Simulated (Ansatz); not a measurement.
Results of the Gaussian-basis code of Ansatz.

A structure relaxed at PBE0-D4/def2-TZVP, charge 0, multiplicity 1:

| atom | x (Å) | y (Å) | z (Å) |
| --- | --- | --- | --- |
| C1 | 0.789 | -0.071 | 1.948 |
| C2 | 0.561 | 0.201 | 0.675 |
| O3 | -0.285 | -0.540 | -0.090 |
| Si4 | -0.816 | -0.175 | -1.592 |
| F5 | -2.022 | 0.862 | -1.518 |
| H6 | 0.296 | -0.897 | 2.445 |
| H7 | 1.480 | 0.541 | 2.509 |
| H8 | 1.051 | 1.029 | 0.163 |
| H9 | -1.320 | -1.430 | -2.175 |
| H10 | 0.265 | 0.479 | -2.365 |

Give its formula and SMILES.

C2H5FOSi, `C=CO[SiH2]F`.

Summarise the bond lengths by kind.

1 × C–C 1.322 Å; 3 × C–H 1.081 to 1.089 Å; 1 × C–O 1.360 Å; 1 × O–Si 1.635 Å; 1 × F–Si 1.592 Å; 2 × H–Si 1.473 to 1.481 Å.
